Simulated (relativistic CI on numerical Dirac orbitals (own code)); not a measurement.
## Re7+: N6,7 absorption edge

Computed with this model: Dirac-Coulomb-Breit CI, separate exchange-only KLI orbitals for each configuration, model QED, valence Slater integrals scaled by 0.7, multiplet model of core-to-valence dipole absorption; configurations [Xe] 4f14 → [Xe] 4f13 5d; 300 K; Lorentzian 0.18 eV and Gaussian 0.3 eV FWHM. Energies are those of the free ion, without screening or charge transfer. The branching ratio is the share of the lower-energy edge in the whole absorption, uncertain by about 0.02 where the edges overlap. S is read from ⟨S²⟩ = S(S + 1).

Field parameters in Wybourne normalisation: D3d B²₀ = −7Dσ, B⁴₀ = −14Dq − 21Dτ, B⁴₃ = −14√(10/7) Dq. The field is a parameter set, without covalency.

free ion: ground-state S = 0.00, centroid 52.66 eV. Peaks (eV, height): 50.2 (6), 52.8 (100).

D3d, 10Dq = 24650, Dσ = -1200, Dτ = 40 cm⁻¹: ground-state S = 0.00, centroid 52.66 eV. Peaks (eV, height): 48.1 (7), 50.7 (34), 52.5 (100), 54.5 (63).

D3d, 10Dq = 24650, Dσ = -510, Dτ = 40 cm⁻¹: ground-state S = 0.00, centroid 52.66 eV. Peaks (eV, height): 48.1 (8), 50.8 (35), 51.8 (9), 52.5 (100), 54.5 (60).

Strongest unbroadened transitions for D3d, 10Dq = 24650, Dσ = -510, Dτ = 40 cm⁻¹:

| Energy (eV) | Relative strength |
| --- | --- |
| 48.14 | 6.0 |
| 48.16 | 4.0 |
| 49.55 | 7.4 |
| 50.63 | 2.2 |
| 50.78 | 33.7 |
| 50.79 | 16.8 |
| 51.70 | 2.1 |
| 51.79 | 3.5 |
| 52.41 | 2.1 |
| 52.45 | 7.0 |
| 52.53 | 100.0 |
| 52.55 | 44.9 |
| 54.12 | 25.0 |
| 54.15 | 12.9 |
| 54.46 | 44.1 |
| 54.47 | 22.8 |
| 54.59 | 7.6 |
| 54.62 | 15.1 |
